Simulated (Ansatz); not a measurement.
Born–Oppenheimer molecular dynamics of C4H12O3Si (20 atoms, charge 0, multiplicity 1). It starts from a relaxed structure.

These are results of RKS PBE0/STO-3G (Ansatz 0.2.0), not measurements.

- ensemble: NVE (velocity Verlet)
- time step: 0.5 fs
- steps asked: 386
- starting velocities drawn for: 1000 K
- seed: 728980

Frames 5 fs apart, positions in Å, forces in eV/Å.

Velocities at 30 fs (Å/ps):

```
Si -2.59 -0.51 -1.37
C 2.11 1.35 -4.00
H 23.51 21.80 -21.06
H 6.11 2.55 -5.57
H 13.11 -13.87 -1.98
O -11.57 -1.15 -1.08
C 5.01 8.93 3.65
H -20.61 -40.20 8.22
H 37.61 40.92 -6.06
H -10.44 -36.21 48.52
O 0.96 -7.96 -5.47
C 3.83 8.71 16.50
H -0.92 -2.79 22.68
H 16.91 -28.25 -25.14
H 6.81 14.50 -40.33
O 7.22 1.34 1.58
C -0.87 -3.84 -6.35
H -29.11 -3.10 14.63
H -6.75 -5.21 -35.12
H -30.33 7.08 41.61
```

```xyz
20
Properties=species:S:1:pos:R:3:forces:R:3 time_fs=30 energy_less_start_eV=0.681 T=709
Si -0.040 -0.139 -0.270 -1.15 -0.60 -0.04
C 0.173 0.088 1.561 1.37 -0.83 0.30
H -0.645 0.591 2.010 -1.19 0.66 0.70
H 0.290 -0.888 2.051 -0.07 0.20 0.10
H 1.094 0.675 1.787 -0.71 -0.42 -0.37
O 1.504 0.073 -0.909 0.85 -0.02 -0.53
C 2.492 -0.894 -0.418 -1.42 2.42 -1.25
H 2.320 -1.840 -0.836 -0.25 -2.56 -1.19
H 3.460 -0.544 -0.740 0.98 0.31 -0.28
H 2.510 -1.029 0.629 0.05 0.00 2.36
O -0.873 1.149 -1.007 0.15 0.30 0.06
C -2.159 1.638 -0.544 -0.30 -1.71 -1.64
H -2.425 1.554 0.507 0.30 -0.09 0.99
H -2.218 2.686 -0.833 -0.02 0.81 -0.02
H -3.000 1.121 -1.104 0.60 0.35 0.43
O -0.634 -1.666 -0.880 0.05 -0.27 0.65
C -1.694 -2.392 -0.130 1.12 2.74 -0.06
H -1.580 -2.288 0.968 -0.07 -0.25 0.04
H -2.665 -1.950 -0.406 -0.47 -0.24 0.08
H -1.686 -3.443 -0.393 0.15 -0.80 -0.33
20
Properties=species:S:1:pos:R:3:forces:R:3 time_fs=35 energy_less_start_eV=1.567 T=333
Si -0.058 -0.144 -0.276 -0.81 -0.74 0.64
C 0.192 0.089 1.544 -1.99 0.44 0.93
H -0.630 0.734 1.981 1.03 -1.19 -0.22
H 0.285 -0.869 2.054 -0.50 -0.11 0.40
H 1.120 0.594 1.734 0.71 0.61 -0.12
O 1.459 0.065 -0.917 2.69 -0.59 -0.32
C 2.509 -0.853 -0.401 -1.64 -2.43 0.71
H 2.287 -1.965 -0.817 1.18 2.74 0.33
H 3.527 -0.417 -0.721 -1.45 -1.00 0.54
H 2.479 -1.111 0.775 0.29 1.49 -2.56
O -0.870 1.113 -1.032 -0.68 0.86 0.61
C -2.142 1.657 -0.483 1.49 0.39 -2.52
H -2.388 1.553 0.617 0.31 0.27 -1.07
H -2.135 2.713 -0.915 0.02 -0.57 1.73
H -2.891 1.228 -1.164 -1.07 -0.72 0.78
O -0.600 -1.665 -0.866 -0.72 -1.49 0.89
C -1.695 -2.380 -0.155 -0.57 -0.05 -0.02
H -1.726 -2.298 0.959 0.28 0.62 -0.28
H -2.682 -2.014 -0.542 0.31 -0.01 0.32
H -1.776 -3.521 -0.270 1.11 1.49 -0.75
20
Properties=species:S:1:pos:R:3:forces:R:3 time_fs=40 energy_less_start_eV=0.802 T=659
Si -0.082 -0.156 -0.277 0.25 -0.77 0.55
C 0.193 0.091 1.542 1.24 -0.94 0.11
H -0.527 0.731 1.974 -1.17 1.13 0.77
H 0.185 -0.844 2.123 0.16 0.23 -0.17
H 1.192 0.579 1.640 -0.87 -0.46 0.13
O 1.450 0.050 -0.931 1.33 -0.11 -0.54
C 2.488 -0.835 -0.382 -1.53 3.04 -1.92
H 2.460 -1.772 -0.826 -0.25 -3.14 -1.18
H 3.443 -0.423 -0.637 1.23 0.80 -0.48
H 2.493 -0.930 0.653 -0.28 -0.41 3.11
O -0.876 1.090 -1.049 -0.94 1.08 0.22
C -2.100 1.670 -0.472 0.39 -1.64 -2.06
H -2.288 1.590 0.597 0.14 -0.47 0.82
H -2.057 2.729 -0.695 -0.17 0.99 -0.26
H -2.968 1.222 -1.043 0.34 0.53 0.76
O -0.575 -1.685 -0.840 -0.59 -0.78 0.55
C -1.701 -2.356 -0.181 0.10 1.71 0.02
H -1.819 -2.187 0.909 0.32 0.14 0.01
H -2.670 -2.076 -0.629 -0.23 0.31 -0.19
H -1.639 -3.422 -0.317 0.52 -1.23 -0.26
20
Properties=species:S:1:pos:R:3:forces:R:3 time_fs=45 energy_less_start_eV=1.407 T=401
Si -0.104 -0.174 -0.273 1.11 -0.02 -0.19
C 0.193 0.086 1.549 -2.65 1.01 0.95
H -0.518 0.822 2.038 0.92 -0.77 -0.92
H 0.114 -0.799 2.176 0.41 -0.38 -0.08
H 1.176 0.517 1.584 0.79 0.23 0.54
O 1.460 0.032 -0.953 -1.04 0.42 -0.55
C 2.449 -0.790 -0.384 3.52 -1.81 0.96
H 2.580 -1.882 -0.920 -0.93 2.45 2.02
H 3.489 -0.327 -0.622 -1.60 -0.36 0.26
H 2.457 -0.805 0.827 -0.20 -0.78 -3.06
O -0.894 1.081 -1.063 0.00 0.26 -0.81
C -2.048 1.668 -0.487 -0.61 1.50 3.50
H -2.139 1.534 0.643 0.37 -0.37 -0.82
H -2.015 2.821 -0.483 -0.11 -1.53 -1.15
H -3.034 1.281 -0.819 0.19 0.25 -0.86
O -0.558 -1.714 -0.806 0.53 1.17 -0.34
C -1.707 -2.314 -0.209 0.50 -1.71 -0.63
H -1.839 -2.050 0.864 -0.04 -0.58 -0.02
H -2.674 -2.084 -0.735 0.41 -0.12 0.13
H -1.411 -3.414 -0.398 -1.56 1.13 1.07
20
Properties=species:S:1:pos:R:3:forces:R:3 time_fs=50 energy_less_start_eV=1.245 T=471
Si -0.117 -0.191 -0.271 1.89 1.22 -0.62
C 0.165 0.092 1.569 1.62 -0.91 -0.43
H -0.430 0.860 1.989 -1.12 0.93 0.67
H 0.122 -0.809 2.197 -0.28 0.17 -0.19
H 1.216 0.459 1.636 -0.81 -0.22 0.03
O 1.455 0.021 -0.984 -2.47 0.76 -0.74
C 2.458 -0.763 -0.379 -0.35 2.79 -1.11
H 2.535 -1.728 -0.710 0.32 -3.93 -1.86
H 3.361 -0.235 -0.588 1.81 0.36 -0.21
H 2.370 -0.846 0.641 -0.11 -0.13 3.94
O -0.913 1.077 -1.090 1.03 -0.84 -1.59
C -2.006 1.679 -0.448 -1.39 -1.45 1.59
H -1.932 1.402 0.603 -0.71 0.53 1.09
H -1.988 2.745 -0.510 0.37 1.78 -0.26
H -3.053 1.399 -0.748 0.65 -0.38 -0.46
O -0.533 -1.729 -0.777 1.11 0.90 -0.88
C -1.706 -2.291 -0.245 -0.36 0.35 0.94
H -1.870 -2.023 0.819 -0.40 -0.06 -0.01
H -2.621 -2.102 -0.829 -0.28 0.20 -0.07
H -1.472 -3.330 -0.285 -0.54 -2.07 0.18
20
Properties=species:S:1:pos:R:3:forces:R:3 time_fs=55 energy_less_start_eV=1.383 T=412
Si -0.114 -0.199 -0.274 1.57 2.05 -0.21
C 0.147 0.093 1.586 -1.05 0.76 -0.05
H -0.463 0.946 1.998 0.46 -1.31 -0.27
H 0.070 -0.811 2.192 -0.65 -0.01 0.12
H 1.178 0.388 1.708 0.59 0.45 -0.08
O 1.419 0.020 -1.023 0.09 -0.27 0.33
C 2.473 -0.722 -0.375 0.12 -3.04 2.03
H 2.515 -1.910 -0.708 0.31 3.46 0.23
H 3.460 -0.148 -0.570 -1.32 -1.36 0.36
H 2.309 -0.889 0.823 0.83 0.99 -3.01
O -0.919 1.060 -1.136 0.13 -0.86 0.28
C -1.984 1.683 -0.374 0.64 1.49 -0.72
H -1.875 1.399 0.706 -0.87 0.95 -0.44
H -1.896 2.821 -0.589 -0.09 -1.65 1.08
H -2.981 1.425 -0.789 -0.09 -0.41 0.41
O -0.495 -1.733 -0.760 -0.18 -1.36 -0.31
C -1.710 -2.281 -0.266 -1.43 -2.62 1.21
H -1.979 -2.002 0.779 -0.02 0.65 -0.24
H -2.596 -2.083 -0.923 0.34 0.14 0.23
H -1.695 -3.446 -0.127 0.60 1.96 -0.96
20
Properties=species:S:1:pos:R:3:forces:R:3 time_fs=60 energy_less_start_eV=1.329 T=436
Si -0.098 -0.190 -0.279 0.58 1.17 0.33
C 0.122 0.098 1.599 0.54 -1.07 -0.67
H -0.487 0.877 2.000 -0.66 0.98 0.26
H -0.105 -0.799 2.195 0.27 0.08 -0.23
H 1.180 0.384 1.761 -0.62 -0.19 0.10
O 1.383 0.015 -1.059 2.11 -0.30 0.58
C 2.481 -0.717 -0.348 -2.16 4.09 -3.04
H 2.568 -1.642 -0.745 0.25 -4.70 -1.56
H 3.428 -0.263 -0.510 1.42 1.33 -0.64
H 2.379 -0.758 0.661 -0.66 -0.45 4.29
O -0.922 1.032 -1.179 -0.68 -0.15 2.20
C -1.953 1.699 -0.313 -0.03 -2.28 -2.03
H -1.995 1.576 0.777 0.37 -0.61 0.20
H -1.813 2.732 -0.482 -0.12 2.32 -0.39
H -2.920 1.367 -0.755 -0.09 0.50 0.55
O -0.459 -1.756 -0.747 -1.02 -1.82 0.48
C -1.738 -2.302 -0.266 -0.29 3.93 -0.21
H -2.098 -1.855 0.691 0.35 -0.18 -0.01
H -2.527 -2.031 -0.988 -0.26 -0.14 -0.26
H -1.792 -3.345 -0.142 0.71 -2.51 0.06
20
Properties=species:S:1:pos:R:3:forces:R:3 time_fs=65 energy_less_start_eV=1.655 T=296
Si -0.077 -0.171 -0.281 -0.19 -0.67 0.31
C 0.095 0.093 1.603 -1.77 0.73 -0.11
H -0.566 0.901 2.004 0.68 -0.42 -0.63
H -0.237 -0.786 2.160 0.50 -0.33 -0.03
H 1.119 0.361 1.847 0.18 -0.12 0.23
O 1.377 0.006 -1.085 2.63 -0.24 0.85
C 2.465 -0.682 -0.356 1.69 -1.83 -0.14
H 2.629 -1.789 -0.874 -0.75 2.75 2.20
H 3.505 -0.199 -0.546 -1.92 -0.15 0.06
H 2.380 -0.694 0.860 0.04 -0.53 -3.44
O -0.936 1.002 -1.190 -1.24 0.59 2.56
C -1.918 1.699 -0.286 -0.15 2.20 -0.88
H -2.031 1.636 0.833 1.22 -0.98 -0.65
H -1.785 2.852 -0.405 -0.38 -2.05 -0.39
H -2.921 1.397 -0.630 -0.30 0.42 -0.36
O -0.436 -1.802 -0.727 -1.04 -0.09 0.97
C -1.773 -2.280 -0.270 1.01 -0.58 -1.70
H -2.149 -1.743 0.620 0.06 -0.67 0.54
H -2.495 -2.018 -1.085 -0.06 -0.46 0.30
H -1.732 -3.449 -0.184 -0.21 2.43 0.29
20
Properties=species:S:1:pos:R:3:forces:R:3 time_fs=70 energy_less_start_eV=1.200 T=491
Si -0.057 -0.158 -0.281 -0.18 -1.75 -0.35
C 0.044 0.093 1.601 0.64 -0.68 -0.36
H -0.572 0.918 1.919 -0.41 0.29 0.41
H -0.267 -0.826 2.113 -0.20 0.18 0.02
H 1.062 0.308 1.962 -0.18 -0.02 -0.40
O 1.405 -0.005 -1.101 -0.08 0.42 0.06
C 2.466 -0.663 -0.377 -1.13 3.45 -2.51
H 2.574 -1.626 -0.663 0.86 -4.66 -1.99
H 3.333 -0.094 -0.600 1.92 0.56 -0.19
H 2.360 -0.740 0.630 -0.51 0.33 4.58
O -0.967 0.980 -1.166 -0.86 0.51 1.06
C -1.890 1.720 -0.282 -1.28 -2.62 -0.70
H -1.819 1.491 0.791 0.11 0.21 0.02
H -1.806 2.757 -0.427 0.77 2.50 -0.24
H -2.960 1.520 -0.552 0.49 -0.33 -0.05
O -0.429 -1.850 -0.694 -0.28 1.81 0.75
C -1.790 -2.248 -0.302 1.03 2.49 -0.42
H -2.176 -1.779 0.633 -0.02 -0.12 -0.33
H -2.495 -2.091 -1.134 -0.39 0.22 0.05
H -1.700 -3.279 -0.150 -0.29 -2.80 0.58
20
Properties=species:S:1:pos:R:3:forces:R:3 time_fs=75 energy_less_start_eV=1.713 T=271
Si -0.039 -0.159 -0.284 -0.57 -1.66 -0.83
C -0.002 0.085 1.593 0.34 -0.15 0.02
H -0.620 0.943 1.901 0.17 -0.57 0.29
H -0.337 -0.842 2.072 -0.43 0.23 0.05
H 0.996 0.256 2.010 0.09 0.18 -0.38
O 1.435 -0.011 -1.115 -1.82 0.78 -0.50
C 2.463 -0.628 -0.417 2.60 -3.31 3.27
H 2.619 -1.835 -0.659 -0.11 3.56 0.03
H 3.392 0.022 -0.652 -0.75 -1.67 0.63
H 2.301 -0.702 0.795 0.78 0.69 -3.11
O -1.010 0.963 -1.126 0.56 -0.84 -1.23
C -1.877 1.721 -0.290 0.74 2.18 0.19
H -1.597 1.403 0.728 -1.43 1.33 0.36
H -1.704 2.870 -0.465 -0.10 -2.11 0.64
H -2.947 1.572 -0.505 -0.28 -0.45 0.06
O -0.426 -1.873 -0.649 0.31 2.40 0.15
C -1.787 -2.202 -0.341 -0.39 -3.88 1.42
H -2.213 -1.819 0.608 -0.02 0.91 -0.17
H -2.553 -2.124 -1.155 0.52 0.42 0.17
H -1.754 -3.347 -0.051 -0.20 1.97 -1.06
20
Properties=species:S:1:pos:R:3:forces:R:3 time_fs=80 energy_less_start_eV=1.298 T=450
Si -0.026 -0.174 -0.294 -1.14 -0.85 -0.25
C -0.042 0.071 1.584 -0.16 -0.15 -0.01
H -0.660 0.894 1.953 0.18 0.14 -0.26
H -0.484 -0.816 2.046 0.37 -0.20 0.04
H 0.959 0.237 1.981 0.17 -0.19 0.13
O 1.440 -0.005 -1.135 -0.91 0.74 -0.54
C 2.498 -0.634 -0.414 -0.34 3.65 -2.00
H 2.676 -1.579 -0.713 0.46 -5.09 -1.03
H 3.415 -0.128 -0.607 1.52 1.16 -0.64
H 2.370 -0.531 0.588 -0.36 -0.38 4.54
O -1.045 0.935 -1.102 1.15 -1.46 -1.34
C -1.859 1.744 -0.295 -1.06 -1.92 1.86
H -1.653 1.573 0.769 -0.59 0.07 0.38
H -1.597 2.755 -0.414 -0.03 2.70 -0.87
H -2.951 1.540 -0.444 0.43 0.47 -0.21
O -0.419 -1.861 -0.603 0.46 1.24 -0.29
C -1.790 -2.205 -0.355 -0.72 2.64 0.78
H -2.247 -1.686 0.525 0.22 -0.04 -0.21
H -2.524 -2.060 -1.165 0.26 0.35 -0.62
H -1.846 -3.221 -0.115 0.07 -2.89 0.54
```

Of the whole run (193 fs, mean temperature of the second half 540 K): The conserved energy stayed within 0.93 meV per atom of its start (net change 0.55 meV per atom), so the integration is sound. Over the second half the temperature averaged 0.54 of the 1000 K drawn at the start: a run that starts near a minimum puts about half its kinetic energy into the potential. A run of 0.19 ps of so small a system gives no equilibrium averages. Limits of this set-up: minimal basis.

The run took 33 min on 1 thread of Intel(R) Xeon(R) Platinum 8488C (Sapphire Rapids) (shared host), peak memory 0.18 GiB.
